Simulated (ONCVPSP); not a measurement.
Be: variants of one ONCV potential

Base potential:

ONCVPSP 4.0.1 input, shortened (lines: element, Z, core and valence counts, functional; n l f; lmax; l rc ep ncon nbas qcut; lloc lpopt rc5 dvloc0; l nproj debl; icmod fcfact rcfact), revPBE, scalar-relativistic:

```
  Be 4.00    0    3  -102130      upf
    1    0    2.00
    2    0    1.50
    2    1    0.50
    1
    0    0.95    0.00    5    9   12.30
    1    4.00    0.00    4    8    3.80
    4    5    0.75   -1.00
    0    2    0.30
    1    1    2.90
    0    0.00    0.00
```

Cutoffs, loose and tight: the cutoffs (Ha) at which the residual kinetic energy of the hardest occupied pseudo-wave falls to 1 and 0.1 mHa per electron. They do not see the model core or the augmentation charge, which bear on the density cutoff. Test errors are all-electron minus pseudo excitation energies from the reference, over the configurations 1s2 2s2 2p0; 1s2 2s1 2p0; 1s2 2s0 2p0; 1s2 2s0 2p1. A dash means not determined; rows that change the core or the reference have their own tests.

| change | outcome | cutoff, loose | cutoff, tight | bound ghosts | GHOST(+) flags above zero | largest test error (meV) |
| --- | --- | --- | --- | --- | --- | --- |
| base | generated | 64 Ha | 77 Ha | none | p | +91 |
| all radii scaled by about 0.78 (s 0.74, p 3.14 bohr); local potential polynomial inside 0.58 bohr (lpopt 5, dvloc0 -1 Ha) | generated | 181 Ha | 389 Ha | none | p | +56 |
| all radii scaled by about 0.86 (s 0.82, p 3.44 bohr); local potential polynomial inside 0.64 bohr (lpopt 5, dvloc0 -1 Ha) | generated | 75 Ha | 287 Ha | none | p | +67 |
| all radii scaled by about 0.90 (s 0.86, p 3.58 bohr); local potential polynomial inside 0.68 bohr (lpopt 5, dvloc0 -1 Ha) | generated | 70 Ha | 188 Ha | none | p | +72 |
| all radii scaled by about 0.97 (s 0.92, p 3.88 bohr); local potential polynomial inside 0.72 bohr (lpopt 5, dvloc0 -1 Ha) | generated | 66 Ha | 94 Ha | none | p | +86 |
| all radii scaled by about 1.08 (s 1.02, p 4.32 bohr); local potential polynomial inside 0.80 bohr (lpopt 5, dvloc0 -1 Ha) | generated | 61 Ha | 70 Ha | none | p | +106 |
| all radii scaled by about 1.14 (s 1.08, p 4.56 bohr); local potential polynomial inside 0.86 bohr (lpopt 5, dvloc0 -1 Ha) | generated | 59 Ha | 67 Ha | none | p | +117 |
| all radii scaled by about 1.21 (s 1.14, p 4.84 bohr); local potential polynomial inside 0.90 bohr (lpopt 5, dvloc0 -1 Ha) | generated | 55 Ha | 64 Ha | none | p | +134 |
| all radii scaled by about 1.26 (s 1.20, p 5.04 bohr); local potential polynomial inside 0.94 bohr (lpopt 5, dvloc0 -1 Ha) | generated | 52 Ha | 60 Ha | none | p | +147 |
| all radii scaled by about 1.32 (s 1.26, p 5.28 bohr); local potential polynomial inside 1.00 bohr (lpopt 5, dvloc0 -1 Ha) | generated | 49 Ha | 58 Ha | none | none | -196 |

Reading the sweep of the scale of all radii (base = 1) (base included, trends over the rows without a ghost): The loose cutoff falls from 181 Ha at 0.78 to 49 Ha at 1.32. A larger radius leaves more room for a smooth pseudo-wave, so fewer plane waves are needed; a smaller one forces it to follow the all-electron wave where it bends sharply. The median size of the test errors (rows with all tests solved) is not monotonic: lowest 30.0 meV at 0.78, highest 117.4 meV at 1.32.
